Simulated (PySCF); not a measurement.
## Manganese: a sound run and one with changed settings

Sound run: Mn⁺ [Ar] 3d5 4s1, Mn²⁺ [Ar] 3d5. Computed with PySCF 2.14 in pcseg-2 (6s4p3d2f1g, 56 functions), with no relativity, point nucleus. The sound run starts from symmetry-adapted Hartree-Fock orbitals and uses a fine grid where one is needed.

A second run was set up differently.

```json
{"species": "Mn⁺", "method": "UHF", "sound run (hartree)": "-1149.62764", "changed run (hartree)": "-1149.62764", "converged": "yes"}
{"species": "Mn⁺", "method": "B3LYP", "sound run (hartree)": "-1150.75616", "changed run (hartree)": "-1150.76583", "converged": "yes"}
{"species": "Mn⁺", "method": "LDA", "sound run (hartree)": "-1148.36034", "changed run (hartree)": "-1148.37745", "converged": "yes"}
{"species": "Mn²⁺", "method": "UHF", "sound run (hartree)": "-1149.08695", "changed run (hartree)": "-1149.08695", "converged": "yes"}
{"species": "Mn²⁺", "method": "B3LYP", "sound run (hartree)": "-1150.17112", "changed run (hartree)": "-1150.18066", "converged": "yes"}
{"species": "Mn²⁺", "method": "LDA", "sound run (hartree)": "-1147.76065", "changed run (hartree)": "-1147.77736", "converged": "yes"}
```

Ionisation energy of Mn⁺:

```
method  sound run (eV)  changed run (eV)
   UHF          14.713            14.713
 B3LYP          15.920            15.923
   LDA          16.318            16.329
```

Task: What was changed?
A. level shift left on
B. radial grid too coarse
C. too few SCF iterations
D. all electrons correlated in a valence basis

Result: B. It used radial step 0.5 in ln r (0.13 in the sound run). A coarse radial grid mis-integrates the density and the exchange-correlation energy, with errors of either sign; Hartree-Fock needs no grid.
